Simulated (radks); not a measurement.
Results of a calculation; reference values are marked as such.
Re49+, configuration [Ne] 3s2 3p5.5 3d8 4f0.5 (fractional occupations, a model configuration).

Level of theory: Dirac Kohn-Sham, PBE, spin-unpolarised, spherical densities, point nucleus; open shells fill j = l - 1/2 first (a radial shooting solver on a logarithmic mesh with Libxc functionals).

Energy parts (hartree):
part                       energy
total                 -14777.9267
kinetic                16920.5722
electron-nucleus      -33962.9336
Hartree                 2492.6998
exchange-correlation    -228.2651

Orbitals (lengths in bohr, moments of r in powers of bohr; <r^-3> diverges for s and p1/2; r(max) is where P^2 peaks; r(90%) holds 90 % of the orbital's charge):
orbital	occ.	eigenvalue (hartree)	r(90%)	r(max)	<r^-3>
1s1/2	2	-2734.115	0.0329	0.01123	-
2s1/2	2	-557.0655	0.118	0.06459	-
2p1/2	2	-538.0560	0.103	0.04791	-
2p3/2	4	-484.7093	0.114	0.05482	17250
3s1/2	2	-198.9438	0.279	0.1790	-
3p1/2	2	-190.8602	0.270	0.1671	-
3p3/2	3.5	-178.3658	0.288	0.1804	4258
3d3/2	4	-165.5145	0.259	0.1400	745.8
3d5/2	4	-162.7186	0.264	0.1437	632.3
4f5/2	0.5	-80.08286	0.492	0.2959	62.69
4f7/2	0	-79.76216	0.495	0.2980	60.44

The highest occupied level is 4f5/2 at -2179.2 eV. The density falls to 0.001 e/bohr^3 at r = 0.81 bohr.
